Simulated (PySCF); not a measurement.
Simulated characterisation data

PySCF 2.14 calculation with GFN2-xTB structure and GIAO PBE0/pcSseg-1 shieldings; isolated molecule, non-relativistic, one computed conformer, fast rotation and ring inversion assumed for equivalent nuclei.

Scale: ¹H (σ = 31.72 ppm), ¹³C (σ = 186.93 ppm) vs TMS (reference shieldings calculated alike). Splittings of carbon signals by F and P are missing where no couplings were computed. Where no couplings were computed, multiplicities follow the n + 1 count of equivalent neighbours, and m marks all less simple cases (inequivalent or close neighbours, rings, F or P nearby). Shifts are as computed. Against solution values, carbons near 30 ppm lie about +3 ppm off and those near 130 ppm about +5 ppm; carbons on Cl a further +6 ppm. Of 1211 compounds with measured shifts, 218 miss one by over three times the rms of a fit or turn the order of signals round; such compounds aren't used in these exercises. Carbons bonded to Cl come out too deshielded.

Compound 1 (C8H6ClP). ¹H NMR (500 MHz, computed): δ 8.84 (m, 1H), 8.28 (m, 1H), 3.39 (s, 1H), 2.92 (m, 3H). ¹³C{¹H} NMR (computed): δ 176.1, 162.0, 153.3, 143.7, 128.6, 97.5, 87.4, 28.3. Structure: `C#Cc1ccpc(C)c1Cl`.

Compound 2 (C4H12P2). ¹H NMR (500 MHz, computed): δ 1.07 (m, 12H). ¹³C{¹H} NMR (computed): δ 14.4 (CH3). Structure: `P(P(C)C)(C)C`.
